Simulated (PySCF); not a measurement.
B(F)(H)(OAc) (C2H4BFO2), SMILES CC(=O)OBF. Geometry: B3LYP-D3(BJ)/def2-SVP. This is a generated structure with no PubChem entry under its InChIKey; it may be hypothetical. Other conformers were not sampled.

Computed equilibrium geometry at B3LYP-D3(BJ)/def2-SVP (PySCF confirms it by a frequency run) as a Z-matrix (one conformer of several):
```
C
O 1 1.1950
O 1 1.3832 2 122.30
B 3 1.3657 1 126.58 2 -32.81
F 4 1.3197 3 121.09 1 -18.08
H 4 1.2010 5 120.36 3 176.82
C 1 1.5025 2 126.74 3 177.48
H 7 1.0960 1 109.89 2 -0.73
H 7 1.1008 8 110.44 1 121.08
H 7 1.1014 8 110.21 9 118.03
```
